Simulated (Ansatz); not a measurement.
`[OH][Al]1[CH]=N[SiH2]1`, 9 atoms. The species carries charge 0 and has multiplicity 1. All runs use 2 threads of an Intel Xeon on a shared host. Correlated methods freeze the cores.

(1) Give the basis size and wall time and peak host memory of each of these runs in Ansatz. RKS PBE0-D4/def2-TZVP relaxation (9 steps); direct RPA on PBE orbitals/def2-TZVPP energy; RKS BLYP-D4/def2-TZVPP energy; RHF-CCSD(T)/def2-TZVPP energy; RKS PBE0-D4/def2-SVP energy; RKS BHLYP-D4/def2-TZVPP energy; RKS B2PLYP (frozen core)/def2-TZVPP energy; RKS ωB97M-V/def2-SVP energy; RKS PBE0-D4/def2-TZVP frequencies; RKS ωB97M-V/def2-QZVPP energy; RHF-CCSD(T)/def2-SVP energy; RHF-MP2/def2-QZVPP energy. (An estimate is asked.)

Answers

(1) Ansatz gave: Other jobs shared the machine, so times are rough.

```json
{"level": "RKS PBE0-D4/def2-SVP", "job": "energy", "functions": "98", "wall time": "1.6 s", "peak host memory (GiB)": "0.2"}
{"level": "RKS BLYP-D4/def2-TZVPP", "job": "energy", "functions": "233", "wall time": "2.8 s", "peak host memory (GiB)": "0.31"}
{"level": "RKS BHLYP-D4/def2-TZVPP", "job": "energy", "functions": "233", "wall time": "3.9 s", "peak host memory (GiB)": "0.57"}
{"level": "RHF-CCSD(T)/def2-SVP", "job": "energy", "functions": "98", "wall time": "5.5 s", "peak host memory (GiB)": "0.36"}
{"level": "RKS ωB97M-V/def2-SVP", "job": "energy", "functions": "98", "wall time": "6 s", "peak host memory (GiB)": "0.3"}
{"level": "RKS B2PLYP (frozen core)/def2-TZVPP", "job": "energy", "functions": "233", "wall time": "7 s", "peak host memory (GiB)": "0.57"}
{"level": "direct RPA on PBE orbitals/def2-TZVPP", "job": "energy", "functions": "233", "wall time": "8 s", "peak host memory (GiB)": "0.57"}
{"level": "RKS ωB97M-V/def2-QZVPP", "job": "energy", "functions": "431", "wall time": "24 s", "peak host memory (GiB)": "1.6"}
{"level": "RHF-MP2/def2-QZVPP", "job": "energy", "functions": "431", "wall time": "27 s", "peak host memory (GiB)": "2.2"}
{"level": "RKS PBE0-D4/def2-TZVP", "job": "relaxation (9 steps)", "functions": "191", "wall time": "45 s", "peak host memory (GiB)": "0.51"}
{"level": "RHF-CCSD(T)/def2-TZVPP", "job": "energy", "functions": "233", "wall time": "93 s", "peak host memory (GiB)": "3.8"}
{"level": "RKS PBE0-D4/def2-TZVP", "job": "frequencies", "functions": "191", "wall time": "2.8 min", "peak host memory (GiB)": "0.51"}
```
